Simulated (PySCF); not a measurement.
Two species compared at the same levels of theory.

First species: C5H4F4O2.
Atom-mapped SMILES: `[O:1]=[C:2]1[C@H:3]([C:4]([F:5])([F:6])[F:7])[O:8][C@@H:9]1[CH2:10][F:11]` (hydrogens: H12 on C3; H13 on C9; H14, H15 on C10)

Second species: C5H4F4O2.
SMILES: `FC1=C(OC(F)F)OC[C@H]1F`

Levels: wB97X-D/def2-SVPD for dipole moment, HOMO energy, LUMO energy, HOMO–LUMO gap, static isotropic polarisability and electronic spatial extent ⟨r²⟩ about the centre of nuclear charge; TDDFT wB97X-D/def2-SVPD for lowest singlet excitation; TDA wB97X-D/def2-SVPD for lowest triplet excitation (Tamm–Dancoff); PBE0-D3(BJ)/def2-SVP for rotational constant A and rotational constant C. Geometries: PBE0-D3(BJ)/def2-SVP. Each species is one conformer at its optimised geometry, gas phase, non-relativistic unless stated; the electronic structure was computed with PySCF and density fitting.

Dipoles, sizes and rotational constants follow the conformer. The torsions of the flexible species, by atom-mapped SMILES:
- `[O:1]=[C:2]1[C@H:3]([C:4]([F:5])([F:6])[F:7])[O:8][C@@H:9]1[CH2:10][F:11]`: C2–C3–C4–F5 -165°, O8–C9–C10–F11 80°
- `[F:1][C:2]1=[C:3]([O:4][CH:5]([F:6])[F:7])[O:8][CH2:9][C@H:10]1[F:11]`: C2–C3–O4–C5 -147°, C3–O4–C5–F6 -175°

Values for the first species:

* Dipole moment: 1.42 D
* HOMO energy: -10.54 eV
* LUMO energy: -0.19 eV
* HOMO–LUMO gap: 10.35 eV
* Lowest singlet excitation: 4.34 eV
* Lowest triplet excitation (Tamm–Dancoff): 3.81 eV
* Static isotropic polarisability: 65.9 au
* Electronic spatial extent ⟨r²⟩ about the centre of nuclear charge: 1679 bohr²
* Rotational constant A: 1.834 GHz
* Rotational constant C: 0.646 GHz

Question: Estimate the same properties for the second species, and the change in each.

Answer: 
```tsv
property	first	second	second less first
dipole moment	1.42 D	3.54 D	+2.12 D
HOMO energy	-10.54 eV	-8.89 eV	+1.65 eV
LUMO energy	-0.19 eV	1.80 eV	+1.99 eV
HOMO–LUMO gap	10.35 eV	10.69 eV	+0.34 eV
lowest singlet excitation	4.34 eV	6.52 eV	+2.18 eV
lowest triplet excitation (Tamm–Dancoff)	3.81 eV	4.28 eV	+0.47 eV
static isotropic polarisability	65.9 au	68.7 au	+2.8 au
electronic spatial extent ⟨r²⟩ about the centre of nuclear charge	1679 bohr²	1850 bohr²	+171 bohr²
rotational constant A	1.834 GHz	2.280 GHz	+0.446 GHz
rotational constant C	0.646 GHz	0.561 GHz	-0.085 GHz
```

On the first: No computed singlet falls in the visible range (750 to 380 nm, 1.65 to 3.26 eV); S1 lies 1.08 eV above its blue end. The 10 singlets span 4.34 to 9.10 eV, and their oscillator strengths add up to 0.18.

On the second: S1 lies 4.17 eV below the HOMO–LUMO gap; its leading configuration is HOMO→LUMO, weight 0.90. The principal polarisabilities are 54.6, 65.3 and 86.1 au; their mean is the isotropic value.
